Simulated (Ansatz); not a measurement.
input.yaml

```yaml
crystal:
  periodic: [false, false, false]
  atoms:
    - { symbol: Sn, position_ang: [-0.448429, -0.024129, 0.718394] }
    - { symbol: H, position_ang: [0.796123, -0.091993, 1.880762] }
    - { symbol: C, position_ang: [1.955093, 0.24704, 0.450966] }
    - { symbol: H, position_ang: [2.040443, -0.301234, -0.49886] }
    - { symbol: H, position_ang: [2.116936, 1.327634, 0.337246] }
    - { symbol: H, position_ang: [2.648817, -0.177706, 1.18838] }
    - { symbol: C, position_ang: [-0.773806, 1.559022, -0.701559] }
    - { symbol: H, position_ang: [-1.846882, 1.647725, -0.911363] }
    - { symbol: H, position_ang: [-0.394313, 2.497002, -0.274033] }
    - { symbol: H, position_ang: [-0.224373, 1.302046, -1.616927] }
    - { symbol: Cl, position_ang: [-0.504207, -2.026707, -0.570008] }
basis:
  gaussian: { orbitals: def2-SVP }
hamiltonian:
  xc: pbe0
  dispersion: d4
phonons: {}
```

Command:

```bash
$ ansatz run input.yaml --threads 2 --pin off --max-ram 3072MiB --backend cpu --events-out ev --progress --plain --runs-dir out
```

Hardware: 2 threads of Intel(R) Xeon(R) 6975P-C (Granite Rapids), with other jobs on the host.

Problem. Roughly how long does this run take, and how much memory?

Solution. 98 s, with a peak of 0.27 GiB, for 0 ionic steps.
